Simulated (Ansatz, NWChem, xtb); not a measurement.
**InH2F (SMILES [F][InH2]): the vertical energy of the triplet above the singlet, rung by rung**

InH2F: 4 atoms, total charge 0, spin state singlet. As SMILES, `[F][InH2]`. The shape is that of a PBE0-D4/def2-TZVP optimisation.

Each level gives the vertical energy of the triplet above the singlet (eV). The values are calculated.

```csv
level,kind,program,value (eV)
GFN2-xTB,semi-empirical,xtb,4.36
GFN0-xTB,semi-empirical,xtb,4.53
GFN1-xTB,semi-empirical,xtb,6.66
HF/STO-3G,Hartree–Fock,Ansatz,4.07
"SVWN5/6-31G*/LANL2DZ (density fitting with weigend coulomb fitting, core potential, Cartesian functions)",LDA,NWChem,4.79
SVWN5/STO-3G,LDA,Ansatz,3.84
BLYP/STO-3G,GGA,Ansatz,3.90
PBE/STO-3G,GGA,Ansatz,3.85
revPBE/STO-3G,GGA,Ansatz,3.85
r2SCAN/STO-3G,meta-GGA,Ansatz,4.07
```

All-electron rows without a relativistic Hamiltonian named are non-relativistic, while core potentials hold scalar relativity, so basis and relativity change together. Spin-orbit coupling, which can split open shells on such heavy atoms by tenths of an eV, is left out. The values span 3.84 to 6.66 eV. The xTB rows lack spin polarisation, so open shells miss the exchange term that lowers them.
